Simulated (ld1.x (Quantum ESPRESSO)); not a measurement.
## Ranking ultrasoft potentials for vanadium

All share these settings but for the change named:

* Element: vanadium
* Generator: ld1.x (Quantum ESPRESSO) 7.5
* Type: ultrasoft
* Functional: PBE
* Relativity: non-relativistic
* Frozen core: [Ar]
* Valence charge: 5
* Reference configuration: 3d3 4s0.5 4p0 (charge +1.5)
* Partial waves: 4s (bound): rcut 2.60, rcutus 2.85 bohr; 4s channel at 1.45 Ry: rcut 2.60, rcutus 2.85 bohr; 4p (bound, empty): rcut 2.80, rcutus 3.10 bohr; 4p channel at 0.15 Ry: rcut 2.80, rcutus 3.10 bohr; 3d (bound): rcut 1.85, rcutus 2.35 bohr; 3d channel at 3.7 Ry: rcut 1.85, rcutus 2.35 bohr
* Local potential: all-electron potential smoothed inside 3.00 bohr (lloc = -2)
* Core correction: a·sin(br)/r model core, default radius (core density twice the valence density)
* Augmentation charge: PSQ, inside the norm-conserving radii

Cutoff: the first of the cutoffs (Ry, on a coarse ladder) from which the occupation-weighted sum of valence levels, in a spherical-Bessel basis at the reference potential, stays within 10 and 1 mRy of its value at 400 Ry; the density cutoff is not measured.

The base gives 18 Ry.

Of 12 variants that were run, those that failed, showed a ghost or another fault, or gave nearly equal values are left out.

A variant can come out equal or close to the base.

(1) Rank these variants from softest to hardest (loose cutoff).
A. waves 3d (bound): rcut 1.85, rcutus 2.48 bohr; 3d channel at 3.7 Ry: rcut 1.85, rcutus 2.48 bohr
B. functional PBEsol
C. all radii but the core radius scaled by about 0.81 (s 2.32, p 2.52, d 1.90 bohr, rcut 2.12/2.28/1.50); local potential all-electron potential smoothed inside 2.44 bohr (lloc = -2)

## Answers

(1) A (15 Ry), B (18 Ry), C (30 Ry).
